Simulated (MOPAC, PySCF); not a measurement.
C$_{4}$H$_{6}$O, SMILES `C/C=C\C=O` (C–C–C–O torsion 1°), neutral singlet in the gas phase. 

Cartesian coordinates (Å):
```xyz
11

C     -1.3867     0.3344     0.4716
C     -0.5838    -0.3361    -0.5879
C      0.7498    -0.4370    -0.6775
C      1.7457     0.0988     0.2645
O      1.5257     0.7296     1.2759
H     -2.0806    -0.3853     0.9175
H     -2.0089     1.1148     0.0217
H     -0.7673     0.7702     1.2478
H     -1.1611    -0.7993    -1.3845
H      1.1731    -0.9667    -1.5244
H      2.7941    -0.1234    -0.0244
```
Charge 0, multiplicity 1.

All levels are single points at this geometry (B3LYP-D3(BJ)/def2-TZVP); Pople sets use spherical d functions. Orbital energies aren't observables, and empty levels follow the basis.

```json
[
 {"level": "B3LYP-D3(BJ)/def2-TZVP in PySCF", "HOMO (eV)": "-7.06", "LUMO (eV)": "-2.06", "gap (eV)": "5.00", "dipole (D)": "2.79", "vertical IE, Delta-SCF (eV)": "9.50"},
 {"level": "PBE-D3(BJ)/def2-TZVP in PySCF", "HOMO (eV)": "-5.66", "LUMO (eV)": "-2.82", "gap (eV)": "2.84", "dipole (D)": "2.69", "vertical IE, Delta-SCF (eV)": "9.23"},
 {"level": "B3LYP/6-31G* in PySCF", "HOMO (eV)": "-6.72", "LUMO (eV)": "-1.62", "gap (eV)": "5.10", "dipole (D)": "2.66", "vertical IE, Delta-SCF (eV)": "9.32"},
 {"level": "HF/6-31G* in PySCF", "HOMO (eV)": "-10.13", "LUMO (eV)": "2.55", "gap (eV)": "12.68", "dipole (D)": "3.02", "vertical IE, Delta-SCF (eV)": "–"},
 {"level": "AM1 in MOPAC", "HOMO (eV)": "-10.42", "LUMO (eV)": "0.01", "gap (eV)": "10.43", "dipole (D)": "2.37", "vertical IE, Delta-SCF (eV)": "–"},
 {"level": "PM6 in MOPAC", "HOMO (eV)": "-9.93", "LUMO (eV)": "-0.25", "gap (eV)": "9.69", "dipole (D)": "3.10", "vertical IE, Delta-SCF (eV)": "–"}
]
```
